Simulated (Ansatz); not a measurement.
`[SiH3][CH2][AlH][GaH2]`, charge 0, multiplicity 1.

Task: Give a relaxed structure at PBE0-D4/def2-TZVP (the Gaussian-basis code of Ansatz). (An estimate is asked.)

Result: Computed: 
Z-matrix (Å, degrees):
```
Si
C 1 1.852
H 1 1.486 2 111.7
H 1 1.488 2 117.2 3 -127.0
H 1 1.524 2 108.5 3 115.3
Al 2 1.979 1 105.0 3 -74.5
H 2 1.093 1 112.9 3 53.2
H 2 1.100 1 108.7 3 172.4
Ga 6 2.508 2 104.0 1 -24.4
H 6 1.593 2 120.9 1 155.2
H 9 1.579 6 123.5 2 96.8
H 9 1.581 6 121.1 2 -82.3
```
This is one stationary point; other conformers may exist.
